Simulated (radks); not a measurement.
Ionisation of neutral manganese, [Ar] 3d5 4s2, to [Ar] 3d5 4s1 as the strength of local exchange is varied. Method: scalar-relativistic Kohn-Sham, Slater X-alpha exchange (alpha = 2/3 is LDA exchange), no correlation, spin-polarised, spherical densities, finite nucleus; open shells are filled with parallel spins first; Fermi nuclear charge, rms radius 3.7057 fm; computed with a radial shooting solver on a logarithmic mesh with Libxc functionals.

| alpha | E(Mn) (hartree) | exchange (hartree) | IE (eV) | -e of the level emptied (eV) | <r> of it (bohr) |
|---|---|---|---|---|---|
| 0.611 | -1150.28577 | -43.70856 | 5.843 | 3.275 (4s) | 3.485 |
| 0.667 | -1154.30136 | -47.88586 | 6.062 | 3.525 (4s) | 3.444 |
| 0.775 | -1162.08623 | -56.02151 | 6.508 | 4.038 (4s) | 3.365 |
| 0.816 | -1165.05553 | -59.13732 | 6.686 | 4.242 (4s) | 3.335 |
| 0.838 | -1166.65196 | -60.81537 | 6.783 | 4.354 (4s) | 3.318 |
| 0.991 | -1177.81505 | -72.60397 | 7.493 | 5.175 (4s) | 3.207 |
| 0.993 | -1177.96168 | -72.75943 | 7.503 | 5.186 (4s) | 3.206 |
| 0.999 | -1178.40165 | -73.22604 | 7.532 | 5.220 (4s) | 3.201 |

NIST Atomic Spectra Database: 7.434 eV (measured). The Delta-SCF value meets it near alpha = 0.98. Open shells are spherical and high-spin; term and fine-structure splittings are not resolved.
